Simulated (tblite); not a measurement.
Species: C6H13FOSi.
Structure used (GFN2-xTB), in Å, numbered top down from 1:
```
atom  x, y, z in Å
C1     2.066   -1.014    0.956
O2     1.315   -1.458   -0.147
C3     1.096   -0.452   -1.110
C4     0.051    0.547   -0.674
C5     0.258    1.965   -1.132
C6    -0.961    0.135    0.086
Si7   -1.250   -1.695    0.501
C8    -1.982    1.105    0.592
F9    -2.537    0.669    1.775
H10    3.063   -0.682    0.640
H11    1.565   -0.191    1.478
H12    2.163   -1.862    1.629
H13    2.041    0.059   -1.342
H14    0.760   -0.980   -2.010
H15    0.633    2.583   -0.315
H16   -0.675    2.401   -1.482
H17    0.981    2.004   -1.944
H18   -0.967   -2.536   -0.660
H19   -2.697   -1.796    0.741
H20   -0.561   -2.082    1.728
H21   -2.814    1.209   -0.117
H22   -1.557    2.093    0.805
```

Calculated harmonic vibrations of the isolated species, GFN2-xTB (tblite), most abundant isotopes, no scaling. Errors from tens to a few hundred cm⁻¹ against measured bands are possible. Modes of hydrogen on silicon can be 10 to 20 % off. One conformer, not necessarily the lowest.

Harmonic wavenumbers (cm⁻¹): 44.4, 62.2, 87.5, 113.5, 148.9, 158.0, 166.2, 206.5, 252.9, 288.9, 311.2, 341.6, 413.3, 421.7, 481.1, 553.6, 585.5, 589.7, 635.3, 745.0, 829.3, 871.0, 896.5, 915.6, 965.8, 974.5, 1021.6, 1030.2, 1066.4, 1104.6, 1133.3, 1145.3, 1154.2, 1217.0, 1225.4, 1254.0, 1316.8, 1330.7, 1401.2, 1401.7, 1435.4, 1448.8, 1470.1, 1482.5, 1486.1, 1498.3, 1697.3, 2208.6, 2273.9, 2288.2, 2875.9, 2898.0, 2911.2, 2926.6, 2928.6, 2938.1, 2982.0, 3026.1, 3034.3, 3036.0.

A = 1632, B = 1070, C = 784.5 MHz; mass 148.072 u (most abundant isotopes); point group C1, symmetry number 1.

Zero-point energy?

Half the sum of the wavenumbers: 37854 cm⁻¹ = 452.83 kJ/mol.

What is S at 500 K and 1 bar for an ideal gas of classical rigid rotors and harmonic oscillators?

Translation 181.93, rotation 131.30, vibration 262.64: S = 575.9 J/(mol K).

And Cp and H(500 K) − H(0)?

Cp = 278.14 J/(mol K), of which vibrations give 244.88 (their classical limit is 60 R = 498.9); H(500 K) − H(0) = 82.48 kJ/mol without the zero-point energy, 65.85 from vibrations.

How do the functions run with temperature in this model?

| T (K) | S (J/(mol K)) | Cp (J/(mol K)) | H − H(0) (kJ/mol) | G − H(0) (kJ/mol) | ln q(vib) |
| --- | --- | --- | --- | --- | --- |
| 150 | 351.1 | 121.0 | 11.63 | -41.03 | 4.04 |
| 250 | 424.0 | 168.2 | 26.10 | -79.90 | 7.54 |
| 298.15 | 455.6 | 191.1 | 34.75 | -101.08 | 9.17 |
| 400 | 518.4 | 237.8 | 56.63 | -150.71 | 12.54 |
| 600 | 629.7 | 312.2 | 112.04 | -265.76 | 18.87 |
| 900 | 771.4 | 385.5 | 217.61 | -476.61 | 27.67 |

q(vib) and H(0) count from the zero-point level.

Which modes carry the vibrational entropy at 500 K?

44.4 cm⁻¹: 25.43; 62.2 cm⁻¹: 22.63; 87.5 cm⁻¹: 19.80; 113.5 cm⁻¹: 17.66; 148.9 cm⁻¹: 15.42; 158.0 cm⁻¹: 14.94 J/(mol K); the other 54 give 146.76 together.

What must be added to the electronic energy to get the Gibbs energy at 500 K and 1 bar?

ZPE + [H(500 K) − H(0)] − T·S = 452.83 + 82.48 − 287.94 = 247.37 kJ/mol.

Hindered rotation and anharmonicity are outside this model. Other conformers, if any are populated, would add a mixing term that is left out. The structure is chiral; the term R ln 2 for an equal mix with its mirror image is left out.
